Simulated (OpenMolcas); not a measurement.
Zr2+: effect of the basis set

* Program: OpenMolcas
* Method: CASSCF
* Active space: 2 electrons in 5 orbitals (4d)
* State averaging: 2S+1 = 3 even, 10 roots; 2S+1 = 1 even, 15 roots
* Spin-orbit coupling: state interaction with AMFI integrals over the reference wave functions, term energies averaged over their components

A. ANO-R1 [6s4p3d1f], X2C, finite nucleus; cost of the order of 7 core-seconds
B. ANO-RCC-VDZP [6s5p3d1f], DKH2, point nucleus; cost roughly 7 core-seconds
C. ANO-R2 [7s5p4d2f1g], X2C, finite nucleus; cost about 5 core-seconds
D. ANO-RCC-VTZP [7s6p4d2f1g], DKH2, point nucleus; cost of the order of 10 core-seconds
E. ANO-R3 [8s6p5d3f2g1h], X2C, finite nucleus; cost roughly 6 core-seconds
F. ANO-RCC-VQZP [8s7p5d3f2g1h], DKH2, point nucleus; cost about 7 core-seconds

Energies in cm-1 above 4d2 3F2, the measured ground level; measured values from Moore, Atomic Energy Levels, vol. II, NSRDS-NBS 35 (1971 reprint of NBS Circular 467, 1952); NIST levels as listed in Rynkun, Gaigalas and Jonsson, Astron. Astrophys. 637, A10 (2020).

```tsv
Level	A	B	C	D	E	F	Measured
4d2 3F2	0.0	0.0	0.0	0.0	0.0	0.0	0.0
4d2 3F3	574	697	684	666	660	674	681
4d2 3F4	1279	1547	1519	1483	1469	1500	1486
4d2 1D2	8300	8913	8933	9186	9167	9162	5742
4d2 3P0	9358	9986	10009	10262	10248	10240	8062
4d2 3P1	9574	10252	10269	10514	10497	10496	8326
4d2 3P2	10096	10898	10902	11131	11107	11122	8838
4d2 1G4	12627	13480	13517	13870	13839	13837	11049
4d2 1S0	30290	32032	32179	33074	32992	32969	23979
```

Deviations, from unrounded energies. A percentage is the sum of absolute deviations over the sum of measured energies, with the sign that they share, or ± where signs differ.

```csv
Against measurement,Levels,A,B,C,D,E,F
mean absolute deviation (cm-1),8,1800,2500,2500,2800,2700,2700
fine structure of the ground term (%),2,-14.5,+3.6,+1.6,-0.9,-1.8,±0.9
other terms of the ground configuration (%),6,+21.6,+29.6,+30.0,+33.4,+33.1,+33.1
```

A lies closest to measurement on these levels and D furthest from it. The largest miss of A in the table is 4d2 1S0, by +6300 cm-1. The ranking rests on the paired levels alone, and a cruder setting can come out closer through cancelling errors.

Among A to F the level of the table that moves most is 4d2 1S0, by 2800 cm-1 (lowest in A, highest in D).

Levels of configurations with an s electron are missing; early in the row they begin among the upper levels of the d shell and mix with terms of their name. Without dynamic correlation excited terms often stand tens of per cent too high (terms of higher spin than the ground term too low), and those without a measured partner can miss by more than the paired ones. Some levels mix across a computed gap that differs much from the measured one, so their mixing is not that of the real levels. Computed and measured levels are paired by configuration, term and J; levels that our copy of the source lacks, or whose pairing is in doubt (as where it misses far off the trend of its configuration), stay unpaired and out of the deviations. Only configurations of the active space appear.
